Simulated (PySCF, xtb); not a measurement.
C3H9Ge, SMILES C[C](C)[GeH3] (connectivity only; charge and spin as stated), charge +1, multiplicity 1.

Harmonic wavenumbers (cm⁻¹) from xtb 6.7.1 with GFN2-xTB at its own minimum, in rising order: 66, 94, 136, 211, 277, 298, 497, 520, 528, 681, 718, 786, 805, 902, 947, 988, 1213, 1243, 1285, 1299, 1325, 1336, 1429, 1451, 2059, 2126, 2155, 2861, 2876, 2938, 2970, 3003, 3027.

Problem. What does PySCF with PBE0-D3(BJ)/def2-SVP give at its own minimum? (Estimate from the structure and the level; the computed values follow.)

Solution. 45, 171, 226, 237, 293, 327, 507, 533, 582, 652, 797, 832, 854, 890, 972, 994, 1215, 1266, 1284, 1318, 1350, 1358, 1471, 1489, 2184, 2217, 2239, 2929, 2941, 3097, 3101, 3187, 3190. Paired by order, the mean absolute difference is 55 cm⁻¹ and the zero-point energies are 61.5 and 64.0 kcal/mol.
